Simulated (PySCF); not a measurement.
Cl2OTi, multiplicity 1.

```xyz
4

Ti     0.0000     0.0000     0.3065
Cl     0.0000     2.0025    -0.6380
Cl     0.0000    -2.0025    -0.6380
O      0.0000     0.0000     1.8686
```
Charge 0, spin multiplicity 1.

The structure is a stationary point at ωB97X-D3(BJ)/def2-SVP. The spin state was assumed, not searched. The isomer is the one that the SMILES or the coordinates give; other isomers of the formula were not compared.

Method: PBE0/pcSseg-1 (PySCF). Non-relativistic, no solvent.

Computed absolute GIAO shielding of each atom: isotropic value and principal components (ppm):
```json
[
 {"atom": "Ti1", "σ(iso)": "-588.3", "σ11": "-1071.4", "σ22": "-610.9", "σ33": "-82.6", "span": "988.8"},
 {"atom": "Cl2", "σ(iso)": "298.2", "σ11": "-532.6", "σ22": "601.7", "σ33": "825.6", "span": "1358.2"},
 {"atom": "Cl3", "σ(iso)": "298.2", "σ11": "-532.6", "σ22": "601.7", "σ33": "825.6", "span": "1358.2"},
 {"atom": "O4", "σ(iso)": "-1055.0", "σ11": "-2113.3", "σ22": "-1250.9", "σ33": "199.2", "span": "2312.5"}
]
```
